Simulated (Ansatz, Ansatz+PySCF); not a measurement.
```tsv
atom	x (Å)	y (Å)	z (Å)
C	0.0000	0.0000	0.0000
C	0.0000	0.8556	1.2684
C	0.0000	0.0000	2.5368
H	0.0000	0.6484	-0.8762
H	0.8898	-0.6294	-0.0144
H	-0.8898	-0.6294	-0.0144
H	-0.8818	1.4963	1.2684
H	0.8818	1.4963	1.2684
H	0.0000	0.6484	3.4131
H	-0.8898	-0.6294	2.5512
H	0.8898	-0.6294	2.5512
```

Basis set: def2-SVP (spherical functions). Correlated methods keep 3 orbitals frozen. Charge 0, multiplicity 1.

Computed with Ansatz (development build ahead of 0.2.0); each method stands on the lowest determinant of its kind that the runs found. Restricted open shells among the atoms or ions are ROHF, correlated in semicanonical orbitals with singles.

The atomization energy at this shape (free ground-state atoms in the same class of orbitals less the molecule, no zero-point energy) of singlet C3H8:

```csv
method,atomization energy
RHF-MP2,970.53 kcal/mol
```

Question: What does RHF give?

Answer: 792.78 kcal/mol.
